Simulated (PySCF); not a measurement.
Coordinates in bohr (charge 0 multiplicity 3):
```
Co   -0.6990    0.0000    0.0000
O    -2.1766    2.5376    0.0000
O    -2.1766   -2.5376    0.0000
Cl    3.1694    0.0000    0.0000
```

Level of theory: PySCF, UPBE0, basis Co def2-TZVP, O def2-TZVP, Cl def2-TZVP (no relativity, density fitting).

This geometry of CoO₂Cl is a stationary point at this level.

Task: What is the point group?

Result: C2v.

Task: Is it a minimum?

Result: Yes: all harmonic wavenumbers are real.

Task: List the harmonic modes with their infrared intensities.

Result: 
| symmetry | ω (cm⁻¹) | IR (km/mol) |
| --- | --- | --- |
| b1 | 157 | 18.7 |
| b2 | 181 | 0.6 |
| a1 | 311 | 0.8 |
| a1 | 470 | 31.2 |
| b2 | 996 | 79.0 |
| a1 | 1006 | 38.5 |

Task: Give the atomic charges and bond orders.

Result: 
```
atom  Mulliken  Löwdin  polar tensor  spin (Mulliken)  Mayer order to Co1
 Co1      0.99   -0.01          1.11             1.26                   –
O2,3     -0.38   -0.10         -0.38             0.34                1.68
 Cl4     -0.23    0.22         -0.35             0.07                1.04
```
Other Mayer orders above 0.3: O–O 0.42.

Task: Give the ideal-gas entropy at 298.15 K and 1 bar by parts.

Result: translation 169.2, rotation 102.6, vibration 30.1, spin 9.1; total 311.0 J/(mol K).

In C2v the vibrations span b1 + 2b2 + 3a1. Here b1 is antisymmetric to the molecular plane and b2 lies in it.

This need not be the most stable arrangement of these atoms. With open d or f shells other occupations or spin states may lie lower.
